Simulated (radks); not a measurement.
Mn II, 24 electrons, occupied as [Ar] 3d5 4s1.

Calculated with a radial shooting solver on a logarithmic mesh with Libxc functionals: scalar-relativistic Kohn-Sham, exchange-only B88, spin-polarised, spherical densities, point nucleus; open shells are filled with parallel spins first.

Energy parts (eV):
total: -31496.707
kinetic: 31870.211
electron-nucleus: -75049.934
Hartree: 13077.855
exchange: -1394.839

Orbitals (lengths in bohr, moments of r in powers of bohr; r(max) is where P^2 peaks):
orbital,occ.,eigenvalue (eV),<r>,<r^4>,<r^2>,r(max)
1s up,1,-6438.010,0.06090,0.00006398,0.004988,0.03987
1s down,1,-6437.991,0.06090,0.00006398,0.004988,0.03987
2s up,1,-751.0951,0.2798,0.01496,0.09246,0.2326
2s down,1,-748.8513,0.2792,0.01481,0.09205,0.2324
2p up,3,-637.2966,0.2474,0.01158,0.07531,0.1883
2p down,3,-635.5849,0.2468,0.01143,0.07487,0.1881
3s up,1,-94.6669,0.8516,1.142,0.8376,0.7356
3s down,1,-88.8409,0.8536,1.154,0.8416,0.7365
3p up,3,-63.4545,0.9041,1.643,0.9647,0.7512
3p down,3,-57.6845,0.9073,1.674,0.9721,0.7526
3d up,5,-15.6211,1.181,8.904,1.835,0.7582
3d down,0,-10.0190,1.234,12.59,2.059,0.7664
4s up,1,-12.3599,2.757,119.8,8.677,2.350
4p up,0,-7.4923,3.446,308.9,13.68,2.877

The highest occupied level is 4s up at -12.360 eV. Summed over all electrons, <r^2> = 25.99 bohr^2, which gives a Langevin (diamagnetic) susceptibility term of -20.6 x 10^-6 cm^3/mol. Spin moment in Bohr magnetons: 6.
